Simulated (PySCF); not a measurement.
## NbO at r²SCAN

Computed with r²SCAN; basis Nb def2-TZVPP with ECP28, O def2-TZVPP; scalar-relativistic core potentials; PySCF 2.14.

For NbO, the state is ⁴Σ⁻ (quartet), unpaired electrons σ ↑, δ ↑↑. The bond length is 3.183 bohr, the harmonic wavenumber is 1011 cm⁻¹ and the force constant is 8.22 mdyn/Å. The rotational constant Be is 0.4355 cm⁻¹, the anharmonicity ωexe is 3.74 cm⁻¹ and the vibration–rotation constant αe is 0.00205 cm⁻¹. The well depth De to Nb (4d4 5s1) + O is 7.68 eV, the dissociation energy D0 is 7.61 eV and the bond order (Mayer) is 2.32. The dipole moment (positive dipole means Nb(−)O(+)) is -3.65 D.

The metal atom is held in its measured ground configuration; semilocal functionals can put another filling of s and d lower by some tenths of an eV, and De to that atom would be smaller. These are scalar-relativistic numbers at best; spin–orbit coupling would shift them, the dissociation energy most. The state is the lowest single determinant that the PBE0 search found; with open d or f shells the true ground state can be another one.
